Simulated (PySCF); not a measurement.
Molecule: `InChI=1S/C4H12S3Si/c1-5-8(4,6-2)7-3/h1-4H3`.

Bonds (- single, = double, # triple, : aromatic): C1-S2, S2-Si3, Si3-C4, Si3-S5, S5-C6, Si3-S7, S7-C8. C1 carries H9, H10, H11; C4 carries H12, H13, H14; C6 carries H15, H16, H17; C8 carries H18, H19, H20.

Geometry PBE0-D3(BJ)/def2-SVP throughout; GIAO in PySCF, gas phase, one conformer, non-relativistic; equivalent atoms averaged; functional PBE0.

(1) How do the absolute shieldings σ depend on the basis set? (ppm; last column core-seconds on shared hosts with different chips, so compare them loosely)

(2) Which nucleus moves most, in ppm?

(3) Taking the largest basis, 6-311+G(2d,p) (320 functions), as the yardstick, rank the others by their worst heavy-atom deviation.

Answers

(1) 
```csv
basis set,functions,C1/C6/C8,C4,S2/S5/S7,Si3,H9/H10/H11/H15/H16/H17/H18/H19/H20,H12/H13/H14,core-s
STO-3G,68,213.1,235.4,856.7,459.8,31.96,32.46,9.9
pcSseg-0,112,178.0,191.6,736.7,269.2,30.99,32.40,19
6-31G,112,185.7,198.2,733.8,339.1,30.67,32.26,20
6-31G*,152,181.8,192.3,702.1,339.1,30.11,31.65,29
cc-pVDZ,188,183.1,194.5,709.3,363.7,29.36,30.75,49
def2-SVP,188,181.3,191.9,724.6,352.5,29.54,30.88,42
pcSseg-1,224,170.7,183.1,670.6,298.9,29.28,30.76,35
aug-cc-pVDZ,308,180.5,193.9,702.9,365.6,29.26,30.70,100
"6-311+G(2d,p)",320,172.7,184.7,654.5,297.2,29.38,30.91,96
```

(2) S2/S5/S7 (sulfur bonded to C, Si): from 654.5 ppm with 6-311+G(2d,p) to 856.7 ppm with STO-3G. The smallest spread is 1.75 ppm, at H12/H13/H14. Proton shifts span only some 12 ppm, so a few tenths of a ppm matter as much there as several ppm in carbon.

(3) pcSseg-1 16.1 ppm (224 functions), 6-31G* 47.6 ppm (152 functions), cc-pVDZ 66.5 ppm (188 functions), aug-cc-pVDZ 68.4 ppm (308 functions), def2-SVP 70.1 ppm (188 functions), 6-31G 79.3 ppm (112 functions), pcSseg-0 82.2 ppm (112 functions), STO-3G 202.2 ppm (68 functions).

A small basis that lands close on one nucleus may do so by chance; judge by the trend and by all nuclei.
